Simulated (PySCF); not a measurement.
K (SMILES [K]), doublet; PySCF with PBE/pcseg-1.

The PySCF input:
```python
from pyscf import gto, scf, dft

mol = gto.Mole()
mol.atom = '''
    K     0.000000    0.000000    0.000000
'''
mol.basis = 'pcseg-1'
mol.charge = 0
mol.spin = 1
mol.verbose = 4
mol.build()

mf = dft.UKS(mol)
mf.xc = 'pbe'
mf.kernel()
```

What does PySCF print? Leave out banner, timings and long lists.


```
PySCF version 2.14.0

[INPUT] verbose = 4
[INPUT] num. atoms = 1
[INPUT] num. electrons = 19
[INPUT] charge = 0
[INPUT] spin (= nelec alpha-beta = 2S) = 1
[INPUT] symmetry False subgroup None
[INPUT] Mole.unit = angstrom
[INPUT] Symbol           X                Y                Z      unit          X                Y                Z       unit  Magmom
[INPUT]  1 K      0.000000000000   0.000000000000   0.000000000000 AA    0.000000000000   0.000000000000   0.000000000000 Bohr   0.0

nuclear repulsion = 0
number of shells = 3
number of NR pGTOs = 64
number of NR cGTOs = 24
basis = pcseg-1
ecp = {}

******** <class 'pyscf.dft.uks.UKS'> ********
method = UKS
initial guess = minao
damping factor = 0
level_shift factor = 0
DIIS = <class 'pyscf.scf.diis.CDIIS'>
diis_start_cycle = 1
diis_space = 8
diis_damp = 0
SCF conv_tol = 1e-09
SCF conv_tol_grad = None
SCF max_cycles = 50
direct_scf = True
direct_scf_tol = 1e-13
number electrons alpha = 10  beta = 9
XC library pyscf.dft.libxc version 7.1.2
    S. Lehtola, C. Steigemann, M. J. T. Oliveira, and M. A. L. Marques,  SoftwareX 7, 1–5 (2018)
XC functionals = pbe
    J. P. Perdew, K. Burke, and M. Ernzerhof,  Phys. Rev. Lett. 77, 3865 (1996)
    J. P. Perdew, K. Burke, and M. Ernzerhof,  Phys. Rev. Lett. 78, 1396 (1997)
    J. P. Perdew, K. Burke, and M. Ernzerhof,  Phys. Rev. Lett. 77, 3865 (1996)
    J. P. Perdew, K. Burke, and M. Ernzerhof,  Phys. Rev. Lett. 78, 1396 (1997)
radial grids:
    Treutler-Ahlrichs [JCP 102, 346 (1995); DOI:10.1063/1.469408] (M4) radial grids

becke partition: Becke, JCP 88, 2547 (1988); DOI:10.1063/1.454033
pruning grids: <function nwchem_prune>
grids dens level: 3
symmetrized grids: False
atomic radii adjust function: <function treutler_atomic_radii_adjust>
small_rho_cutoff = 0
Set gradient conv threshold to 3.16228e-05
tot grids = 20040
init E= -599.57958483933

cycle= 1 E= -599.628250496478  delta_E= -0.0487  |g|= 0.00541  |ddm|= 0.693
cycle= 2 E= -599.628327962316  delta_E= -7.75e-05  |g|= 0.00121  |ddm|= 0.101
cycle= 3 E= -599.628329867345  delta_E= -1.91e-06  |g|= 8.63e-05  |ddm|= 0.00895
cycle= 4 E= -599.628329877288  delta_E= -9.94e-09  |g|= 2.65e-06  |ddm|= 0.000726
cycle= 5 E= -599.628329877297  delta_E= -9.44e-12  |g|= 3.38e-08  |ddm|= 1.92e-05
Extra cycle  E= -599.628329877297  delta_E=    0  |g|= 7.61e-09  |ddm|= 2.48e-07
converged SCF energy = -599.628329877297  <S^2> = 0.75005045  2S+1 = 2.0000504
```
